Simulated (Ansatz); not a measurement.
The cluster Rb3H4⁻. Total charge -1; singlet. Geometry PBE0-D4/def2-TZVPD.

```xyz
7

Rb    1.680   -1.537    0.655
Rb   -0.518    2.099    0.665
Rb   -0.974   -1.461   -1.594
H     1.022    0.477   -1.202
H     0.825   -3.432   -1.092
H    -0.983   -0.747    1.134
H    -1.053    4.601    1.434
```

In the def2 sets Rb takes a core potential; there is no spin–orbit coupling. At LDA (SPW92)/def2-TZVPD, PBE-D4/def2-TZVPD, r2SCAN-D4/def2-TZVPD the highest occupied level of the charge -1 singlet lies above zero (up to 0.23 eV). The electron is either unbound and held by the finite basis, or the level is raised by self-interaction error. Another isomer (singlet) lies 0.39 eV lower at PBE0-D4/def2-TZVPD; other spin states weren't run for this one.

**Question.** Estimate the orbital energies around the gap (eV) in Ansatz with LDA (SPW92)/def2-TZVPD, PBE-D4/def2-TZVPD, r2SCAN-D4/def2-TZVPD, PBE0-D4/def2-TZVPD, ωB97X-V/def2-TZVPD.

**Answer.** 
| orbital | LDA (SPW92)/def2-TZVPD | PBE-D4/def2-TZVPD | r2SCAN-D4/def2-TZVPD | PBE0-D4/def2-TZVPD | ωB97X-V/def2-TZVPD |
| --- | --- | --- | --- | --- | --- |
| HOMO−9 | -12.01 | -12.01 | -12.55 | -13.68 | -16.27 |
| HOMO−8 | -11.95 | -11.95 | -12.49 | -13.63 | -16.22 |
| HOMO−7 | -11.86 | -11.88 | -12.42 | -13.53 | -16.10 |
| HOMO−6 | -11.50 | -11.50 | -12.04 | -13.14 | -15.70 |
| HOMO−5 | -11.34 | -11.34 | -11.86 | -12.98 | -15.54 |
| HOMO−4 | -11.10 | -11.08 | -11.57 | -12.73 | -15.31 |
| HOMO−3 | -1.41 | -1.24 | -1.32 | -2.23 | -4.60 |
| HOMO−2 | -0.73 | -0.61 | -0.71 | -1.56 | -3.82 |
| HOMO−1 | -0.66 | -0.54 | -0.68 | -1.51 | -3.79 |
| HOMO | 0.11 | 0.23 | 0.16 | -0.62 | -2.81 |
| LUMO | 1.18 | 1.20 | 1.63 | 1.56 | 2.07 |
| LUMO+1 | 1.46 | 1.43 | 1.83 | 1.75 | 2.31 |
| LUMO+2 | 1.86 | 1.86 | 2.13 | 2.04 | 2.38 |
| LUMO+3 | 1.92 | 1.92 | 2.18 | 2.08 | 2.45 |
| LUMO+4 | 1.98 | 1.95 | 2.25 | 2.08 | 2.48 |
| LUMO+5 | 1.99 | 1.98 | 2.26 | 2.18 | 2.63 |
